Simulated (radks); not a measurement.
Values are calculated unless marked as measured or tabulated.
Task: All-electron atom: the thulium ion Tm45+ in [Ar] 3d6. Level of theory: Dirac Kohn-Sham, PBE, spin-unpolarised, spherical densities, finite nucleus; open shells fill j = l - 1/2 first; Fermi nuclear charge, rms radius 5.2256 fm (a radial shooting solver on a logarithmic mesh with Libxc functionals).

Spin-orbit splittings of the eigenvalues, e(l+1/2) - e(l-1/2), with zeta = 2 splitting/(2l+1) and mean radii in bohr:

shell  occ.  splitting (eV)  zeta (eV)  <r> j=l-1/2  <r> j=l+1/2
2p        6           988.9      659.3      0.06974      0.07702
3p        6           231.1      154.1       0.2006       0.2126
3d        6               ?          ?       0.1848       0.1885

Estimate the 3d splitting.

Result: 52.63 eV (zeta = 21.05 eV).
